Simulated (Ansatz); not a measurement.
`[CH3][Ge]([CH3])([Cl])[Cl]` + H₂ → `[CH3][GeH]([Cl])[Cl]` + CH₄ at 298.15 K and 1 bar (hydrogenolysis of a Ge–C bond).

Computed with Ansatz on PBE0-D4/def2-TZVP structures; ΔE is electronic, products minus reactants. CBS: MP2 limit from def2 TZ/QZ plus the TZ coupled-cluster correction, frozen cores. This one scheme is used for every species. For Ge outer-core shells are correlated without core-valence functions, which leaves a few kJ/mol of doubt a bond. Scalar relativity is left out up to krypton.

```csv
species,CCSD(T)/CBS energy (Eh),H − E (kJ/mol),S (J/(mol·K))
`[CH3][Ge]([CH3])([Cl])[Cl]`,-3075.50426,225.3,379.4
H₂,-1.17544,35.1,130.4
`[CH3][GeH]([Cl])[Cl]`,-3036.22487,144.5,346.1
CH₄,-40.46206,127.4,186.2
```

H − E and S are ideal-gas, rigid-rotor, harmonic terms from PBE0-D4/def2-TZVP. For small species the MP2-based limit differs from directly extrapolated CCSD(T) by up to some mEh (0.8 for H₂); such offsets cancel only in part. 1 Eh = 2625.50 kJ/mol, R = 8.31446 J/(mol·K).

Problem. By hand: ΔE, ΔH, ΔS and ΔG.

Solution. ΔE = (-3036.22487) + (-40.46206) − (-3075.50426) − (-1.17544) = -0.00723 Eh = -19.0 kJ/mol. Δ(H − E) = 144.5 + 127.4 − 225.3 − 35.1 = 11.5, so ΔH = -7.5 kJ/mol. ΔS = 346.1 + 186.2 − 379.4 − 130.4 = 22.5 J/(mol·K). ΔG = -7.5 − 298.15 × (22.5)/1000 = -14.2 kJ/mol.

Problem. By hand: the equilibrium constant, and the temperature at which ΔG would vanish if ΔH and ΔS stayed fixed.

Solution. log₁₀ K = −ΔG/(RT ln 10) = 2.5. ΔH and −TΔS have one sign here, so there is no such temperature.

TΔS isn't small against ΔH here. A doubt of 5 kJ/mol in ΔE shifts log₁₀ K by 0.9 here. These are equilibria of isolated gas molecules and say nothing of rates. Largest T1 diagnostic: 0.009 (customary marks: 0.02 for closed shells, 0.045 for open ones).
